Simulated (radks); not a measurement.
Ionisation of the cerium ion Ce3+, [Xe] 4f1, to [Xe] as the strength of local exchange is varied. Calculated with a radial shooting solver on a logarithmic mesh with Libxc functionals: Dirac Kohn-Sham, Slater X-alpha exchange (alpha = 2/3 is LDA exchange), no correlation, spin-unpolarised, spherical densities, finite nucleus; open shells fill j = l - 1/2 first; Fermi nuclear charge, rms radius 4.8771 fm.

alpha = 0.577: E(Ce3+) (hartree) -8824.8527; exchange (hartree) -170.2023; IE (eV) 33.686; -e of the level emptied (eV) 24.882 (4f5/2); <r> of it (bohr) 1.096
alpha = 0.657: E(Ce3+) (hartree) -8848.4805; exchange (hartree) -194.2859; IE (eV) 36.121; -e of the level emptied (eV) 27.095 (4f5/2); <r> of it (bohr) 1.065
alpha = 0.666: E(Ce3+) (hartree) -8851.1423; exchange (hartree) -197.0026; IE (eV) 36.399; -e of the level emptied (eV) 27.349 (4f5/2); <r> of it (bohr) 1.061
alpha = 0.667: E(Ce3+) (hartree) -8851.4381; exchange (hartree) -197.3046; IE (eV) 36.430; -e of the level emptied (eV) 27.378 (4f5/2); <r> of it (bohr) 1.061
alpha = 0.825: E(Ce3+) (hartree) -8898.2910; exchange (hartree) -245.2432; IE (eV) 41.448; -e of the level emptied (eV) 31.992 (4f5/2); <r> of it (bohr) 1.009
alpha = 1.006: E(Ce3+) (hartree) -8952.2464; exchange (hartree) -300.7213; IE (eV) 47.499; -e of the level emptied (eV) 37.617 (4f5/2); <r> of it (bohr) 0.9603
alpha = 1.041: E(Ce3+) (hartree) -8962.7145; exchange (hartree) -311.5182; IE (eV) 48.704; -e of the level emptied (eV) 38.744 (4f5/2); <r> of it (bohr) 0.9520

NIST Atomic Spectra Database: 36.91 eV (semi-empirical). The Delta-SCF value meets it near alpha = 0.68. Spin polarisation and multiplet splitting are left out, so open shells lie too high by an amount that depends on their filling.

Beside tabulated values, note that spin-unpolarised runs miss the spin-polarisation part of the exchange energy of open shells.
